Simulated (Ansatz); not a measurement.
Coupled-cluster run, CH6O3Si (`C[Si](O)(O)O`).

```yaml
crystal:
  periodic: [false, false, false]
  atoms:
    - {symbol: C, position_ang: [-0.936108, 1.117019, 0.221022]}
    - {symbol: Si, position_ang: [0.168263, -0.341947, -0.030324]}
    - {symbol: O, position_ang: [0.248439, -1.319772, 1.282060]}
    - {symbol: O, position_ang: [1.735220, 0.093403, -0.293331]}
    - {symbol: O, position_ang: [-0.476937, -1.172817, -1.285033]}
    - {symbol: H, position_ang: [-0.560209, 1.755619, 1.023153]}
    - {symbol: H, position_ang: [-1.011250, 1.717516, -0.688951]}
    - {symbol: H, position_ang: [-1.943243, 0.789082, 0.487281]}
    - {symbol: H, position_ang: [1.067711, -1.290439, 1.777915]}
    - {symbol: H, position_ang: [1.922931, 0.657390, -1.044035]}
    - {symbol: H, position_ang: [-0.149517, -2.062154, -1.429158]}
basis:
  gaussian: {orbitals: def2-TZVPP}
correlation: {method: ccsd_t}
output: {orbitals: {seedname: orbitals}}
```

```sh
$ ansatz run in.yaml --threads 4 --pin off --events-out ev --progress --plain
```

Output of Ansatz, abridged:

```
Functional definition: HF
1498 factors; integrals over basis functions are off by at most 9.3e-4 eV
mean field evaluation 1: about -15101.7444 eV, gradient 5.8e1 eV
mean field evaluation 2: about -15101.9886 eV, gradient 5.8e1 eV
mean field evaluation 4: about -15107.8450 eV, gradient 3.7e0 eV
mean field evaluation 8: about -15107.9117 eV, gradient 2.2e-1 eV
mean field -15107.91193145 eV, -555.2055229703 hartree, gradient 7.2e-6 eV, S^2 0.000000; 0 other end points of the search recorded, 0 dependent functions left out
9 core orbitals not correlated: weight in the atoms' cores, before any rotation towards them, 1.000 or more for the frozen orbitals, at most 0.000 for the correlated occupied ones
reference -15107.91193145 eV, -555.2055229703 hartree; 16, 16 occupied and 225, 225 virtual orbitals, 1498 factors
second order -27.69713902 eV of doubles, -0.00000000 eV of singles
cycle   1  -27.71387174 eV  change   -1.7e-2 eV  update   9.9e-2
cycle   2  -28.27186161 eV  change   -5.6e-1 eV  update   2.7e-2
cycle   3  -28.39426988 eV  change   -1.2e-1 eV  update   1.3e-2
cycle   4  -28.38032999 eV  change    1.4e-2 eV  update   2.6e-3
cycle   5  -28.38000717 eV  change    3.2e-4 eV  update   1.1e-3
cycle   6  -28.38054698 eV  change   -5.4e-4 eV  update   3.1e-4
cycle   7  -28.38037409 eV  change    1.7e-4 eV  update   1.2e-4
cycle   8  -28.38032342 eV  change    5.1e-5 eV  update   3.4e-5
cycle   9  -28.38032746 eV  change   -4.0e-6 eV  update   1.1e-5
perturbative correction -0.99517784 eV, -0.0365721111 hartree
Total energy: -15137.28743675 eV, -556.2850528787 hartree
```

Run time 60 s (4 threads of a server CPU on a shared host); peak host memory 5.6 GiB.

MP2 recovers 94.3 % of the CCSD(T) correlation energy and the triples give 3.4 %; T1 = 0.0109.
